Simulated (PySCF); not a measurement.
**Magnetic susceptibility: `C=CC1(Cl)CCC1`, C6H9Cl**

Geometry:
```
atom   x (Å)   y (Å)   z (Å)
  C1   2.460   0.567   0.791
  C2   1.222   0.632   0.341
  C3   0.165  -0.414   0.455
 Cl4   0.754  -1.854   1.326
  C5  -1.179   0.128   0.987
  C6  -1.741   0.088  -0.442
  C7  -0.525  -0.740  -0.886
  H8   2.836  -0.297   1.312
  H9   3.148   1.384   0.655
 H10   0.874   1.515  -0.180
 H11  -1.668  -0.575   1.656
 H12  -1.126   1.103   1.467
 H13  -1.780   1.069  -0.911
 H14  -2.707  -0.397  -0.554
 H15   0.005  -0.399  -1.774
 H16  -0.745  -1.800  -0.987
```

Level of theory: PySCF 2.14.0, GIAO wB97X-D/pcSseg-1 magnetisability, rotational g tensor and spin-rotation constants, non-relativistic, gas phase. Geometry: GFN2-xTB.

(1) What are the magnetisability and the molar susceptibility?

(2) Split it along the inertial axes a, b, c into diamagnetic and paramagnetic parts about the centre of mass, with the quadrupole moment.

(3) And the rotational g tensor?

Results:

(1) Isotropic -1267 × 10⁻³⁰ J/T², or -76.3 × 10⁻⁶ cm³/mol; principal values -1424, -1309, -1070 × 10⁻³⁰ J/T², anisotropy 313 × 10⁻³⁰ J/T² (root of half the summed squared differences of the principal values). The susceptibility is in cgs units.

(2) 
| axis | χ (10⁻⁶ cm³/mol) | diamagnetic (10⁻⁶ cm³/mol) | paramagnetic (10⁻⁶ cm³/mol) | summed x² of all electrons (Å²) | quadrupole Θ (D Å) |
| --- | --- | --- | --- | --- | --- |
| a | -78.2 | -505.0 | 426.8 | 135.7 | +1.99 |
| b | -65.0 | -730.3 | 665.4 | 82.5 | +0.58 |
| c | -85.8 | -925.7 | 839.9 | 36.5 | -2.58 |

Anisotropies 2χaa − χbb − χcc = -5.7 and 2χbb − χaa − χcc = +34.0 × 10⁻⁶ cm³/mol. Θ is traceless in Buckingham's convention.

(3) 
| axis | rotational constant (GHz) | g | nuclear part | electronic part |
| --- | --- | --- | --- | --- |
| a | 2.9840 | -0.0155 | 0.5828 | -0.5983 |
| b | 1.9672 | -0.0217 | 0.5933 | -0.6149 |
| c | 1.4588 | -0.0006 | 0.5751 | -0.5756 |

Asymmetric top; isotopes 12C, 35Cl, 1H; no vibrational averaging.
